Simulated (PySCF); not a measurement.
C2H8OSi2, SMILES C=C[SiH2]O[SiH3]. Atoms are numbered in the order given.

```xyz
13

C     -1.2873    -2.2823     0.0000
C      0.0498    -2.2357     0.0000
Si     0.9721    -0.6182     0.0000
O     -0.1611     0.5985     0.0000
Si    -0.3127     2.2494     0.0000
H     -1.8846    -1.3630     0.0000
H     -1.8390    -3.2301     0.0000
H      0.6113    -3.1801     0.0000
H      1.8435    -0.4953     1.2069
H      1.8435    -0.4953    -1.2069
H      0.3342     2.8295     1.2131
H      0.3342     2.8295    -1.2131
H     -1.7610     2.5887     0.0000
```
Charge 0, spin multiplicity 1.

Coordinates come from a ωB97X-D3(BJ)/def2-SVP optimisation. One conformer was computed; it need not be the lowest.

Two levels are set side by side: PBE/pcSseg-1 (PySCF) and KT2/pcSseg-1 (PySCF). GIAO shifts against H2O (¹⁷O), TMS (²⁹Si), TMS (¹H), TMS (¹³C) at the same level; non-relativistic, no solvent, atoms listed together averaged. Differences are taken from unrounded values.

```tsv
quantity	KT2
δ(¹³C) of C1 (ppm)	136.4
δ(¹³C) of C2 (ppm)	131.0
δ(²⁹Si) of Si3 (ppm)	-25.5
δ(¹⁷O) of O4 (ppm)	2.0
δ(²⁹Si) of Si5 (ppm)	-32.0
δ(¹H) of H6, H7 (ppm)	6.56
δ(¹H) of H8 (ppm)	6.22
δ(¹H) of H9, H10 (ppm)	5.63
```

### Question
What does PBE give, and how far is it from KT2? (Estimate from the structure and the level; the computed values follow.)

### Answer

```
quantity                  PBE  PBE minus KT2
----------------------  -----  -------------
δ(¹³C) of C1 (ppm)      145.6            9.1
δ(¹³C) of C2 (ppm)      140.6            9.6
δ(²⁹Si) of Si3 (ppm)    -28.0           -2.5
δ(¹⁷O) of O4 (ppm)        9.3            7.3
δ(²⁹Si) of Si5 (ppm)    -36.1           -4.1
δ(¹H) of H6, H7 (ppm)    6.76           0.20
δ(¹H) of H8 (ppm)        6.47           0.25
δ(¹H) of H9, H10 (ppm)   5.67           0.04
```

Rough cost on one machine, each run with all the roots and properties that it gave: KT2 against PBE within a factor of 2.
